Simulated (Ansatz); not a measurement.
C2H4FGa. The species carries charge 0 and has multiplicity 1. The bonds changed during the relaxation, so this is another structure than the one it started from.

Z-matrix (Å, degrees):
```
C
C 1 1.330
F 1 1.336 2 121.4
H 1 1.083 2 125.9 3 -174.8
H 2 1.082 1 119.4 3 176.8
H 2 1.081 1 122.0 3 -1.0
H 6 2.610 2 79.3 1 -103.8
Ga 7 1.679 6 94.9 2 43.4
```

Task: What are the harmonic wavenumbers in cm⁻¹ at PBE0-D4/def2-TZVP (Ansatz, finite differences of forces, unscaled)? (An estimate is asked.)

Result: Computed: 77, 140, 206, 263, 474, 510, 726, 888, 937, 942, 1183, 1324, 1407, 1580, 1674, 3192, 3226, 3292.

Task: Is this a minimum?

Result: Yes, all 18 modes are real.

Task: Give the ideal-gas thermochemistry at 298.15 K and 1 bar (rigid rotor, harmonic oscillator; point group C1, symmetry number 1).

Result: Zero-point energy 131.8 kJ/mol; H(298) − E = 150.2 kJ/mol; entropy 332.0 J/(mol·K), of which translation 168.2, rotation 111.0, vibration 52.8; G(298) − E = 51.2 kJ/mol. Modes under 100 cm⁻¹ are hindered rotations or soft bends, so the harmonic entropy is rough.

Task: And at 400, 500, 600, 800 and 1000 K?

Result: 
```
T (K)  H − E (kJ/mol)  S (J/mol/K)  G − E (kJ/mol)
  400           159.7        359.5            15.9
  500           170.4        383.3           -21.2
  600           182.1        404.6           -60.6
  800           208.0        441.7          -145.4
 1000           236.3        473.2          -237.0
```
